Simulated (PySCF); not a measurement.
**Ionising BiF**

UHF-CCSD; PySCF, scalar-relativistic core potentials, basis sets Bi cc-pVDZ-PP with ECP60, F cc-pVDZ. Neutral (UHF): triplet (π ↑↑), Re = 2.055 Å, ωe = 568 cm⁻¹, De = 2.78 eV.

BiF⁺ (UHF): doublet (π ↑), Re = 1.988 Å, ωe = 658 cm⁻¹. The energies at the minima are -313.29465 hartree for BiF and -312.98851 for BiF⁺.

(1) Work out the adiabatic ionisation energy, without and with harmonic zero-point energies (1 hartree = 27.2114 eV, 1 eV = 8065.5 cm⁻¹), and the change of the bond length.

Correlated steps freeze 5 core orbitals. Correlated levels converge slowly with the basis: in double zeta they bind strong bonds too weakly, by up to about 1 eV, and carry superposition errors of some tenths. These are scalar-relativistic numbers at best; spin–orbit coupling would shift them, the dissociation energy most. States were picked by a PBE0 search and need not be the measured ground states.

Answers

(1) At UHF-CCSD: 0.30614 hartree = 8.330 eV between the minima; the zero-point term (658.0 − 568.0)/2 cm⁻¹ = +0.006 eV makes it 8.336 eV. Re changes by -6.7 pm against the neutral. The electron leaves a π orbital, and the shorter bond of the ion fits an antibonding orbital, or a change in how ionic the bond is.
